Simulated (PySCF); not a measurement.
B(CF3)(Cl)(F) (CBClF₄), SMILES FC(B(Cl)F)(F)F.

Geometry optimised at ωB97X-D3(BJ)/def2-SVP. The structure was generated by enumeration, and PubChem lists no compound with its InChIKey, so it may never have been made.

Two levels are set side by side: TDA-PBE/def2-SVPD (PySCF) and TDA-ωB97X/def2-SVPD (PySCF). Vertical, same geometry. The lowest singlet is HOMO→LUMO 93 % with PBE and HOMO→LUMO 98 % with the other functional; states are paired by order. Differences are taken from unrounded values.

```json
[
 {"quantity": "lowest singlet excitation (eV)", "TDA-ωB97X": "6.79", "TDA-PBE": "5.74", "TDA-PBE minus TDA-ωB97X": "-1.06"},
 {"quantity": "lowest triplet excitation (TDA) (eV)", "TDA-ωB97X": "6.32", "TDA-PBE": "5.25", "TDA-PBE minus TDA-ωB97X": "-1.06"},
 {"quantity": "first bright state (f over 0.05) (eV)", "TDA-ωB97X": "8.22", "TDA-PBE": "7.31", "TDA-PBE minus TDA-ωB97X": "-0.91"},
 {"quantity": "its oscillator strength", "TDA-ωB97X": "0.14", "TDA-PBE": "0.14", "TDA-PBE minus TDA-ωB97X": "0.00"}
]
```

A lower first singlet is the usual sign of a functional without exact exchange. Differences between two approximate levels are no errors against the true value.

Rough cost on one machine, each run with all the roots and properties that it gave: TDA-ωB97X against TDA-PBE about 5 times.
